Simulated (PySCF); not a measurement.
Isomers of C7H11PS, one conformer each; single-point electronic energies without zero-point terms and without any empirical dispersion term.

All values: PBE0/pcSseg-1 (PySCF, non-relativistic), each on one gas-phase PBE0-D3(BJ)/def2-SVP geometry that isn't relaxed in the solvent. The solvent is an IEF-PCM continuum (cavity from Bondi-type radii × 1.2). The model holds no explicit solvent molecules, cavitation or dispersion.

```
           isomer  relative energy, gas (kcal/mol)  dipole (D)
`Cc1pcc(C(C)C)s1`                              0.0        1.62
  `Cc1scpc1C(C)C`                              1.2        1.91
```

**Question.** How do the relative energies look in chloroform (ε = 4.711)?

**Answer.** 
```
           isomer  relative energy, solvent (kcal/mol)  E(solvent) − E(gas) (kcal/mol)  dipole in solvent (D)
`Cc1pcc(C(C)C)s1`                                  0.0                            -2.3                   2.11
  `Cc1scpc1C(C)C`                                  1.2                            -2.3                   2.51
```

The order is unchanged. Conformers: `[CH3:1][c:2]1[p:3][cH:4][c:5]([CH:6]([CH3:7])[CH3:8])[s:9]1` with C4–C5–C6–C7 -56°; `[CH3:1][c:2]1[s:3][cH:4][p:5][c:6]1[CH:7]([CH3:8])[CH3:9]` with P5–C6–C7–C8 85°. The gains span 0.0 kcal/mol, the gas-phase energies 1.2 kcal/mol.
